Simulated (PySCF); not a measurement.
Computed IR spectrum (relative IR intensity) of a molecule CH10ClNSi3. Coordinates come from a PBE-D3(BJ)/def2-SVP optimisation. The values are those of a single conformer. Computed with PBE-D3(BJ)/def2-SVP in PySCF. Frequencies are harmonic and unscaled.

Lines under 2 % of the strongest are left out, and lines within 2 cm⁻¹ are merged.

```csv
ν (cm⁻¹),relative intensity
193,3.3
230,4.9
298,16
327,4.3
381,3.3
459,22
487,12
491,2.6
508,100
647,2.7
662,63
689,17
774,15
832,93
843,34
862,69
902,21
906,16
1214,12
1375,2.5
1497,20
2139,29
2146,23
2151,12
2159,50
2166,55
3467,9.9
3563,10
```

Q: Which structure fits?
A) C[Si@](N)(Cl)[SiH2][SiH3]
B) [SiH3]CN[Si@H]([SiH3])Cl
C) C[Si@@H](N)[Si@H]([SiH3])Cl
D) C[Si@]([SiH3])(Cl)[SiH2]N

A: A, C[Si@](N)(Cl)[SiH2][SiH3]
